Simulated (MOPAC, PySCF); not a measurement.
H4AlFN2, SMILES `[NH2][Al]([NH2])[F]`, neutral singlet in the gas phase. 

Z-matrix (Å, degrees):
```
Al
F 1 1.6569
N 1 1.7617 2 118.09
H 3 1.0068 1 125.56 2 -179.98
H 3 1.0071 4 110.47 1 179.97
N 1 1.7617 2 118.09 3 180.00
H 6 1.0067 1 125.56 2 179.98
H 6 1.0071 7 110.48 1 -179.99
```
Charge 0, multiplicity 1.

All levels are single points at this geometry (B3LYP-D3(BJ)/def2-TZVP); Pople sets use spherical d functions. Orbital energies aren't observables, and empty levels follow the basis.

HF/3-21G in PySCF gives dipole (D) = 2.70.

Q: Estimate the dipole (D) from each of these levels: B3LYP-D3(BJ)/def2-TZVP in PySCF; B3LYP/6-311+G** in PySCF; BP86/6-31G* in PySCF; PBE/6-31G* in PySCF; SVWN5/6-31G* in PySCF; HF/6-31G* in PySCF; HF/STO-3G in PySCF; PM6 in MOPAC.

A: 
```tsv
level	dipole (D)
B3LYP-D3(BJ)/def2-TZVP in PySCF	2.39
B3LYP/6-311+G** in PySCF	2.50
BP86/6-31G* in PySCF	2.38
PBE/6-31G* in PySCF	2.39
SVWN5/6-31G* in PySCF	2.48
HF/6-31G* in PySCF	2.49
HF/STO-3G in PySCF	1.26
PM6 in MOPAC	2.85
```
